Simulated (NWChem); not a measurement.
Everything below was run with NWChem. System: Cl2Ge, charge 0, spin multiplicity 1, at the geometry of a parent with another charge or spin, in a state set for the comparison that need not be this species' ground state. Level: MP2/def2-SVPD, 19 core orbitals frozen.

Job file:

```
start mol
memory heap 200 mb stack 800 mb global 1000 mb
geometry units angstroms nocenter noautoz
  Ge     0.000000     0.000000    -0.547757
  Cl    -1.838506     0.000000     0.515536
  Cl     1.838506     0.000000     0.515536
  symmetry group C2v
end
basis spherical
  * library def2-svpd
end
scf
  rhf
  nopen 0
  maxiter 100
  thresh 1e-7
  semidirect memsize 60000000 filesize 0
end
mp2
  freeze core 19
end
task mp2 energy
```

Output (cleaned and shortened):

```
             Northwest Computational Chemistry Package (NWChem) 7.3.0
             --------------------------------------------------------

                                NWChem Input Module
                                -------------------

 Scaling coordinates for geometry "geometry" by  1.889725989
 (inverse scale =  0.529177249)

 Turning off AUTOSYM since
 SYMMETRY directive was detected!

                             Geometry "geometry" -> ""
                             -------------------------

 Output coordinates in angstroms (scale by  1.889725989 to convert to a.u.)

  No.       Tag          Charge          X              Y              Z
 ---- ---------------- ---------- -------------- -------------- --------------
    1 Ge                  32.0000     0.00000000     0.00000000    -0.54775700
    2 Cl                  17.0000    -1.83850600     0.00000000     0.51553600
    3 Cl                  17.0000     1.83850600     0.00000000     0.51553600

 Effective nuclear repulsion energy (a.u.)     312.6781741119

            Nuclear Dipole moment (a.u.)
            ----------------------------
        X                 Y               Z
 ---------------- ---------------- ----------------
     0.0000000000     0.0000000000     0.0000000000

      Symmetry information
      --------------------

 Group name             C2v
 Group number             16
 Group order               4
 No. of unique centers     2

      Symmetry unique atoms

     1    2


 Summary of "ao basis" -> "" (spherical)
 ------------------------------------------------------------------------------
       Tag                 Description            Shells   Functions and Types
 ---------------- ------------------------------  ------  ---------------------
 *                         def2-svpd                  on all atoms

 Summary of "ao basis" -> "ao basis" (spherical)
 ------------------------------------------------------------------------------
       Tag                 Description            Shells   Functions and Types
 ---------------- ------------------------------  ------  ---------------------
 Ge                        def2-svpd                14       38   6s4p4d
 Cl                        def2-svpd                11       27   5s4p2d

                                 NWChem SCF Module
                                 -----------------

  ao basis        = "ao basis"
  functions       =    92
  atoms           =     3
  closed shells   =    33
  open shells     =     0
  charge          =   0.00
  wavefunction    = RHF
  use symmetry    = T
  symmetry adapt  = T

 Summary of "ao basis" -> "ao basis" (spherical)
 ------------------------------------------------------------------------------
       Tag                 Description            Shells   Functions and Types
 ---------------- ------------------------------  ------  ---------------------
 Ge                        def2-svpd                14       38   6s4p4d
 Cl                        def2-svpd                11       27   5s4p2d

      Symmetry analysis of basis
      --------------------------

        a1         37
        a2         12
        b1         27
        b2         16

 Forming initial guess at       0.1s

      Superposition of Atomic Density Guess
      -------------------------------------

 Sum of atomic energies:       -2993.70283675

      Non-variational initial energy
      ------------------------------

 Total energy =   -2994.117519
 1-e energy   =   -4788.411268
[...]
  ----- ------------  ---------------      ----- ------------  ---------------
    17      0.643542  1 Ge py                14      0.386803  1 Ge py
    51     -0.240415  2 Cl py                78     -0.240415  3 Cl py
    11     -0.229535  1 Ge py

 Vector   35  Occ=0.000000D+00  E= 8.035317D-02  Symmetry=a1
              MO Center= -8.9D-16, -9.5D-16, -1.1D+00, r^2= 1.1D+01
   Bfn.  Coefficient  Atom+Function         Bfn.  Coefficient  Atom+Function
  ----- ------------  ---------------      ----- ------------  ---------------
     6      5.506648  1 Ge s                  5     -2.327516  1 Ge s
    43     -1.520310  2 Cl s                 70     -1.520310  3 Cl s
    55      0.525364  2 Cl pz                82      0.525364  3 Cl pz
    53     -0.482157  2 Cl px                80      0.482157  3 Cl px
    18      0.434872  1 Ge pz                38      0.259395  1 Ge d  2

 Vector   36  Occ=0.000000D+00  E= 8.142773D-02  Symmetry=a1
              MO Center= -4.6D-15,  1.6D-15,  1.1D-01, r^2= 8.5D+00
   Bfn.  Coefficient  Atom+Function         Bfn.  Coefficient  Atom+Function
  ----- ------------  ---------------      ----- ------------  ---------------
     5      0.902622  1 Ge s                 55      0.449209  2 Cl pz
    82      0.449209  3 Cl pz                18      0.429207  1 Ge pz
    42     -0.407176  2 Cl s                 69     -0.407176  3 Cl s
    36     -0.373341  1 Ge d  0              53     -0.294481  2 Cl px
    80      0.294481  3 Cl px                15      0.275465  1 Ge pz

 center of mass
 --------------
 x =   0.00000000 y =   0.00000000 z =  -0.05826872

 moments of inertia (a.u.)
 ------------------
         145.093915080930           0.000000000000           0.000000000000
           0.000000000000         989.281810125696           0.000000000000
           0.000000000000           0.000000000000         844.187895044766

  Mulliken analysis of the total density
  --------------------------------------

    Atom       Charge   Shell Charges
 -----------   ------   -------------------------------------------------------
    1 Ge  32    30.79   2.00  2.00  2.00  1.42  0.24 -0.04  6.00  5.98  0.77  0.30  8.16  1.80  0.21 -0.04
    2 Cl  17    17.60   2.00  1.99  1.21  0.75  0.05  5.94  2.08  3.31  0.22  0.02  0.03
    3 Cl  17    17.60   2.00  1.99  1.21  0.75  0.05  5.94  2.08  3.31  0.22  0.02  0.03

       Multipole analysis of the density wrt the origin
       ------------------------------------------------

     L   x y z        total         open         nuclear
     -   - - -        -----         ----         -------
     0   0 0 0     -0.000000      0.000000     66.000000

     1   1 0 0      0.000000      0.000000      0.000000
     1   0 1 0     -0.000000      0.000000      0.000000
     1   0 0 1     -0.344405      0.000000      0.000000

     2   2 0 0    -35.172485      0.000000    410.399376
     2   1 1 0     -0.000000      0.000000      0.000000
     2   1 0 1      0.000000      0.000000      0.000000
     2   0 2 0    -30.245131      0.000000      0.000000
     2   0 1 1     -0.000000      0.000000      0.000000
     2   0 0 2    -33.356126      0.000000     66.556203

                   NWChem MP2 Semi-direct Energy/Gradient Module
                   ---------------------------------------------

  Basis functions       =     92
  Molecular orbitals    =     92
  Frozen core           =     19
  Frozen virtuals       =      0
  Active alpha occupied =     14
  Active beta occupied  =     14
  Active alpha virtual  =     59
  Active beta virtual   =     59
  Use MO symmetry       = T
  Use skeleton AO sym   = T

  AO/Fock/Back tols     =   1.0D-09  1.0D-09  1.0D-09

 GA uses MA = F    GA memory limited = T

 Available:
  local mem=  1.15D+08
 global mem=  1.31D+08
 local disk=  0.00D+00
  mp2_memr nvloc                    59
  nvloc new                    59
   1 passes of  14:        3145728                      38329                  11672220.
   1 passes of  14: M    114683383           G      131055072           F     111537655.

 Semi-direct pass number   1 of   1  for RHF alpha+beta  at        1.9s
  vrange nnbf                  4151
  mp2_eaftype                    44  avail_ma_in_mb                   999
 EAF : mp2_eaftype filesize          44    5836110.
  mp2_eaf for mointskh                     44
Node 0 wrote     27.4 Mb in      0.0 s     Agg I/O rate:  1503.8 Mb/s
 Done moints_semi at        6.1s
  mp2_eaftype                    44  avail_ma_in_mb                   955
 EAF : mp2_eaftype filesize          44    5836110.
  mp2_eaf for kh                    44
 Done maket at        6.3s
 Done multipass loop at        6.3s

          -------------------------------------------
          SCF energy               -2993.898378901708
          Correlation energy          -0.498930493142
          Singlet pairs               -0.278376989595
          Triplet pairs               -0.220553503547
          Total MP2 energy         -2994.397309394850
          -------------------------------------------

          ---------------------------------------------------
                    Spin Component Scaled (SCS) MP2
          Same spin pairs                     -0.147035669031
          Same spin scaling factor             0.333333333333
          Opposite spin pairs                 -0.351894824110
          Opposite spin scaling fact.          1.200000000000
          SCS-MP2 correlation energy          -0.471285678610
          Total SCS-MP2 energy             -2994.369664580318
          ---------------------------------------------------

 -----------------------
 Performance information
 -----------------------

 Timer overhead =  1.95D-07 seconds/call

               Nr. of calls         CPU time (s)                 Wall time (s)                GFlops
             ---------------    -------------------     ------------------------------   -------------------
Name         Min   Avg   Max    Min     Avg     Max     Min     Avg     Max   Mx/calls   Min     Max     Sum
mp2: moin     1     1     1    4.2     4.2     4.2      4.2     4.2     4.2     4.2      0.0     0.0     0.0
mp2: make     1     1     1   0.20    0.20    0.20     0.20    0.20    0.20    0.20      0.0     0.0     0.0
mp2: tota     1     1     1    4.4     4.4     4.4      4.4     4.4     4.4     4.4      0.0     0.0     0.0

 The average no. of pstat calls per process was 3.00D+00
 with a timing overhead of 5.86D-07s

 Task  times  cpu:        6.3s     wall:        6.3s

 Total times  cpu:        6.3s     wall:        6.3s
```
